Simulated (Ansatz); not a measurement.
Reaction (ligand exchange at the Si–C bond): `O[SiH2]/C=C/[SiH3]` + `O[Si](O)(F)Cl` → `O[Si](F)(Cl)O[SiH3]` + `C=C[SiH2]O`

Calculated with Ansatz (gas phase, PBE0-D4/def2-TZVP geometries, no zero-point term in ΔE). CCSD(T)/CBS adds triple-zeta CCSD(T) − MP2 to the extrapolated MP2 energy (def2 sets, frozen cores). This one scheme is used for every species. Functionals use def2-TZVPP. B3LYP here is the variant with VWN-RPA as its local correlation; programs differ in this. Each species was taken in one conformer, which may not be the lowest.

```tsv
level	ΔE (kJ/mol)	difference from CCSD(T)/CBS
PBE-D4	-87.1	17.0
r2SCAN-D4	-99.6	4.5
PBE0-D4	-94.0	10.1
B3LYP-D4	-105.8	-1.7
ωB97X-V	-103.3	0.8
ωB97M-V	-102.5	1.6
B2PLYP	-105.9	-1.8
PBE	-86.4	17.7
r2SCAN	-99.4	4.7
PBE0	-93.2	10.9
B3LYP	-104.6	-0.5
HF/def2-TZVPP	-125.1	-21.0
MP2/def2-TZVPP	-104.2	-0.1
SCS-MP2/def2-TZVPP	-108.9	-4.8
CCSD/def2-TZVPP	-107.3	-3.2
CCSD(T)/def2-TZVPP	-103.7	0.4
HF/def2-QZVPP	-127.4	-23.3
MP2/def2-QZVPP	-105.2	-1.1
SCS-MP2/def2-QZVPP	-109.7	-5.6
HF/CBS(def2)	-127.7	-23.6
MP2/CBS(def2)	-104.6	-0.5
CCSD/CBS(def2)	-107.8	-3.7
CCSD(T)/CBS	-104.1	0
```

Largest T1 diagnostic among the species: 0.012.

In def2-TZVPP, CCSD(T) changes the Hartree–Fock value by +21.4 kJ/mol (the triples alone add +3.6 kJ/mol) and MP2 by +20.9 kJ/mol. From PBE to PBE0 (25 % exact exchange), in def2-TZVPP and without D4, ΔE moves by −6.8 kJ/mol.
